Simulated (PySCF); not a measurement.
# Telling isomers of C5H5F3N2 apart by NMR

In vacuum, single conformer, averaged over atoms made equivalent by symmetry, fast rotation or ring inversion, non-relativistic. GFN2-xTB geometry; shielding tensors at PBE0/pcSseg-1 (GIAO); PySCF 2.14.

Shifts are taken against calculated references (same method and geometry level): $^{1}$H (31.72 ppm), $^{13}$C (186.93 ppm) against TMS. Splittings of carbon signals by F and P are missing where no couplings were computed. Where no couplings were computed, multiplicities follow the n + 1 count of equivalent neighbours, and m marks all less simple cases (inequivalent or close neighbours, rings, F or P nearby). Shifts are as computed. Against solution values, carbons near 30 ppm lie about +3 ppm off and those near 130 ppm about +5 ppm. Of 1211 compounds with measured shifts, 218 miss one by over three times the rms of a fit or turn the order of signals round; such compounds aren't used in these exercises. OH and NH positions are gas-phase values without hydrogen bonding to other molecules.

(1) Tabulate the signals of `FC(F)(F)Cc1ncc[nH]1`, `C=C/C(=N/N=C)C(F)(F)F`, `Cc1cc(C(F)(F)F)[nH]n1` and their relative energies.

(2) What is the quickest way to tell FC(F)(F)Cc1ncc[nH]1 from C=C/C(=N/N=C)C(F)(F)F?

(3) What is the quickest way to tell FC(F)(F)Cc1ncc[nH]1 from Cc1cc(C(F)(F)F)[nH]n1?

(4) What is the quickest way to tell C=C/C(=N/N=C)C(F)(F)F from Cc1cc(C(F)(F)F)[nH]n1?

Answers

(1) 
```tsv
SMILES	carbon types	δC	δH	E rel. (kcal/mol)
FC(F)(F)Cc1ncc[nH]1	2×C 2×CH 1×CH2	139.2, 135.0, 134.8, 121.2, 39.3	8.73 (br s, 1H), 7.24 (m, 1H), 7.03 (m, 1H), 3.69 (m, 2H)	0.0
C=C/C(=N/N=C)C(F)(F)F	2×C 1×CH 2×CH2	134.0, 132.3, 127.9, 116.0, 109.4	6.48 (m, 1H), 6.47 (m, 1H), 6.23 (m, 1H), 6.09 (m, 1H), 5.91 (m, 1H)	74.4
Cc1cc(C(F)(F)F)[nH]n1	3×C 1×CH 1×CH3	152.4, 138.8, 130.2, 112.5, 15.7	9.47 (br s, 1H), 6.65 (m, 1H), 2.54 (s, 3H)	14.6
```

Energies are electronic energies at PBE0/pcSseg-1 on these geometries, without zero-point or thermal terms, each for the one conformer computed, which needn't be the lowest.

(2) Both give the same number of carbon signals, but DEPT or the intensities differ. The first has an sp3 CH2 on an aromatic ring at 39.3 ppm, the second a terminal =CH2 carbon at 127.9 ppm. Their most deshielded carbons lie at 139.2 and 134.0 ppm. In the proton spectra the most deshielded non-exchanging signals are 7.24 (m, 1H) and 6.48 (m, 1H).

(3) Both give the same number of carbon signals, but DEPT or the intensities differ. The first has an sp3 CH2 on an aromatic ring at 39.3 ppm, the second a methyl carbon on an aromatic ring (CH3) at 15.7 ppm. Their most deshielded carbons lie at 139.2 and 152.4 ppm. In the proton spectra the most deshielded non-exchanging signals are 7.24 (m, 1H) and 6.65 (m, 1H).

(4) Both give the same number of carbon signals, but DEPT or the intensities differ. The first has a terminal =CH2 carbon at 127.9 ppm, the second a methyl carbon on an aromatic ring (CH3) at 15.7 ppm. Their most deshielded carbons lie at 134.0 and 152.4 ppm.
